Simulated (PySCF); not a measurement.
CI₂, SMILES I[C]I (connectivity only; charge and spin as stated), neutral, multiplicity 1. Atoms are numbered in the order given.

```xyz
3

C      0.0000     0.0000     1.1083
I      0.0000     1.7512    -0.0627
I      0.0000    -1.7512    -0.0627
```
Charge 0, spin multiplicity 1.

Coordinates come from a B3LYP-D3(BJ)/def2-TZVP optimisation. The def2 effective core potentials stand for the cores of I; spin–orbit coupling is left out.

Computed with PBE/def2-TZVPD (PySCF).

Task: Estimate the frontier levels, gap, dipole moment and polarisability. (Estimate from the structure and the level; the computed values follow.)

Result: 
```
Item                                                                                                            Result
---------------------------------------------------------------------------------------------  -----------------------
highest occupied level                                                                                        -5.81 eV
lowest empty level                                                                                            -4.53 eV
orbital gap                                                                                                    1.29 eV
dipole moment                                                                                                0.246 e·Å
quadrupole, principal values (traceless, Buckingham form, about the centre of nuclear charge)    -5.67, 0.50, 5.17 D·Å
mean static polarisability                                                                       94.1 bohr³ (13.95 Å³)
polarisability, principal values                                                               62.1, 75.4, 144.9 bohr³
```
